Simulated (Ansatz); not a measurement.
Cost and result for the atomization energy of `[CH3][Ge]1([AlH2])[CH]=[CH]1` (12 atoms, 12 bonds).

Cartesian coordinates in Å:
```
C 1.404 -1.127 0.825
Ge 0.029 -0.036 -0.054
Al -0.439 0.065 -2.442
C -1.429 0.530 1.117
C -0.571 1.505 0.987
H 1.227 -2.188 0.643
H 2.396 -0.871 0.451
H 1.368 -0.939 1.899
H 0.386 -0.788 -3.499
H -1.609 1.024 -2.920
H -2.350 0.311 1.643
H -0.412 2.513 1.350
```

Total charge 0; spin multiplicity 1. Correlated methods include outer-core shells of Ge, which these sets cover unevenly. Scalar relativity is left out up to krypton. The geometry is a stationary point of PBE0-D4/def2-TZVP. Program: Ansatz. All runs use 4 threads of an AMD EPYC 9R45 on a shared host. Times are those of one run each, without the atoms' runs, and a repeat can differ threefold. Electronic energies, without spin–orbit coupling; frozen cores. CCSD(T)/CBS adds CCSD(T) − MP2 in def2-TZVPP to the MP2 limit, and its time is that of the two runs behind it. T1 = 0.013. With those shells the extrapolation isn't a true limit.

CCSD(T)/CBS is a level of theory with its own doubt, some kJ/mol a heavy atom from the limit and from the frozen cores, so smaller differences don't rank the functionals.

```csv
level,functions,wall time,atomization (kcal/mol),difference from CCSD(T)/CBS,per bond
LDA (SPW92)/def2-TZVPP,281,0.95 s,1126.8,133.2,11.1
BLYP-D4/def2-TZVPP,281,1.4 s,982.8,-10.8,-0.9
r2SCAN-D4/def2-TZVPP (with forces),281,2.8 s,996.7,3.1,0.3
CAM-B3LYP-D4/def2-TZVPP,281,3.1 s,989.3,-4.3,-0.4
PBE0-D4/def2-TZVPP,281,3.3 s,993.9,0.3,0.0
PBE-QIDH/def2-TZVPP,281,3.5 s,989.2,-4.4,-0.4
CCSD(T)/def2-SVP,127,4.4 s,941.0,-52.6,-4.4
B97M-V/def2-TZVPP,281,4.9 s,1001.7,8.1,0.7
ωB97X-V/def2-TZVPP,281,6 s,992.9,-0.7,-0.1
ωB97M-V/def2-TZVPP (with forces),281,8 s,989.6,-4.0,-0.3
MP2/def2-QZVPP,540,17 s,995.6,2.0,0.2
CCSD(T)/def2-TZVPP,281,120 s,970.9,-22.7,-1.9
CCSD(T)/CBS(def2),–,2.3 min,993.6,0.0,0.0
```

From r2SCAN to r2SCAN0 (25 % exact exchange), in def2-TZVPP and without D4, the atomization energy moves by −13.6 kcal/mol: exact exchange takes away binding that semilocal exchange gives to molecules. At CCSD(T), def2-SVP lies −52.6 kcal/mol from the extrapolated value and def2-TZVPP −22.7 kcal/mol: correlation converges slowly with the basis, and small sets miss more of it in the bonded molecule than in its fragments. Leaving LDA and LC-ωPBE aside and taking each functional with its dispersion term where it has one, the values, not all of them listed here, spread over 44.3 kcal/mol, from BHLYP-D4 to PBE-D4. LDA lies +125.4 kcal/mol from PBE without D4, its usual overbinding.

For some Ge, Se and Sn compounds the MP2-based and the directly extrapolated limit differ by 10 to 25 kJ/mol.
